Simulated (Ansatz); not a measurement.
Steps of a relaxation of C2H4BFO2 (`B/C(O)=C(\O)F`) with RKS PBE0-D4/def2-TZVP.

```sh
$ ansatz run in.yaml --threads 4 --pin off --events-out ev --progress --plain --max-ram 10444MiB
```

```yaml
crystal:
  periodic: [false, false, false]
  atoms:
    - {symbol: B, position_ang: [0.975853, -0.483099, -0.712245]}
    - {symbol: C, position_ang: [0.189122, -0.004353, 0.477195]}
    - {symbol: O, position_ang: [0.621898, 0.023346, 1.787270]}
    - {symbol: C, position_ang: [-1.108108, 0.465368, 0.273540]}
    - {symbol: O, position_ang: [-1.751434, 0.541240, -0.878998]}
    - {symbol: F, position_ang: [-1.849815, 0.899851, 1.272065]}
    - {symbol: H, position_ang: [2.112536, -0.906045, -0.605289]}
    - {symbol: H, position_ang: [0.480411, -0.457265, -1.836092]}
    - {symbol: H, position_ang: [1.529716, -0.328005, 1.781721]}
    - {symbol: H, position_ang: [-1.117180, 0.197762, -1.556166]}
basis:
  gaussian: {orbitals: def2-TZVP}
hamiltonian: {xc: pbe0, dispersion: d4}
relax: {f_tol: 0.005, max_steps: 150}
```

Positions (Å) and forces (eV/Å) along the path, 6 of 6 steps:

```xyz
10
step=1 energy=-9618.8938 eV
B     0.976   -0.483   -0.712    0.027   -0.014   -0.016
C     0.189   -0.004    0.477   -0.916    0.304   -0.344
O     0.622    0.023    1.787    0.592   -0.271   -0.283
C    -1.108    0.465    0.274    0.592   -0.202    0.183
O    -1.751    0.541   -0.879    0.682   -0.236    0.143
F    -1.850    0.900    1.272    0.383   -0.244   -0.640
H     2.113   -0.906   -0.605   -0.447    0.171   -0.017
H     0.480   -0.457   -1.836    0.212   -0.018    0.440
H     1.530   -0.328    1.782   -0.613    0.248    0.070
H    -1.117    0.198   -1.556   -0.511    0.263    0.466
10
step=2 energy=-9618.9429 eV
B     0.973   -0.482   -0.710    0.016   -0.009   -0.027
C     0.185   -0.004    0.467   -0.362    0.120   -0.132
O     0.620    0.022    1.774    0.193   -0.088   -0.090
C    -1.096    0.460    0.270    0.197   -0.055    0.138
O    -1.747    0.542   -0.870    0.286   -0.104    0.029
F    -1.829    0.890    1.265    0.134   -0.088   -0.243
H     2.096   -0.897   -0.593   -0.122    0.048    0.008
H     0.494   -0.461   -1.823    0.071   -0.007    0.143
H     1.518   -0.325    1.774   -0.169    0.073    0.048
H    -1.132    0.204   -1.551   -0.243    0.112    0.126
10
step=3 energy=-9618.9507 eV
B     0.976   -0.483   -0.709    0.008   -0.009   -0.020
C     0.183   -0.005    0.460   -0.010    0.004   -0.008
O     0.619    0.021    1.766   -0.003    0.002    0.004
C    -1.090    0.457    0.268    0.002    0.005    0.044
O    -1.751    0.545   -0.863    0.054   -0.020    0.005
F    -1.816    0.885    1.262   -0.020    0.008    0.006
H     2.092   -0.894   -0.578    0.012   -0.001    0.016
H     0.509   -0.467   -1.818   -0.003    0.001   -0.009
H     1.515   -0.323    1.771    0.014   -0.003    0.013
H    -1.155    0.213   -1.555   -0.054    0.013   -0.051
10
step=4 energy=-9618.9513 eV
B     0.978   -0.484   -0.709    0.004    0.002   -0.015
C     0.184   -0.005    0.458    0.005   -0.004    0.006
O     0.620    0.021    1.764   -0.011    0.005    0.006
C    -1.089    0.457    0.268   -0.003    0.003    0.013
O    -1.753    0.546   -0.861    0.030   -0.011    0.004
F    -1.814    0.884    1.263   -0.019    0.009    0.012
H     2.095   -0.893   -0.573    0.011   -0.005    0.007
H     0.514   -0.469   -1.819   -0.004   -0.001   -0.007
H     1.515   -0.324    1.772    0.014   -0.005    0.002
H    -1.166    0.216   -1.560   -0.026    0.006   -0.029
10
step=5 energy=-9618.9515 eV
B     0.980   -0.484   -0.709   -0.005    0.002    0.002
C     0.184   -0.005    0.458    0.004   -0.004   -0.016
O     0.621    0.020    1.765   -0.007    0.004    0.009
C    -1.088    0.457    0.268    0.007   -0.002    0.003
O    -1.754    0.546   -0.860   -0.005    0.001   -0.006
F    -1.815    0.884    1.263   -0.002    0.001    0.004
H     2.096   -0.894   -0.569    0.001   -0.001    0.000
H     0.516   -0.470   -1.819    0.002   -0.001    0.001
H     1.517   -0.324    1.772    0.004   -0.002   -0.001
H    -1.174    0.218   -1.565    0.000    0.001    0.004
10
step=6 energy=-9618.9515 eV
B     0.980   -0.484   -0.709    0.000   -0.002    0.000
C     0.184   -0.005    0.458   -0.002    0.001   -0.003
O     0.620    0.020    1.764    0.004   -0.001    0.003
C    -1.088    0.457    0.268   -0.001    0.000    0.001
O    -1.755    0.547   -0.860   -0.001    0.001    0.000
F    -1.814    0.884    1.264    0.002   -0.001   -0.001
H     2.097   -0.894   -0.569    0.000    0.001    0.001
H     0.517   -0.471   -1.820   -0.001    0.001    0.000
H     1.516   -0.324    1.772   -0.002    0.001    0.000
H    -1.174    0.219   -1.565    0.001   -0.001   -0.002
```

Run time 19 s (4 threads of an AMD EPYC 7B13 on a shared host); peak host memory 0.51 GiB.
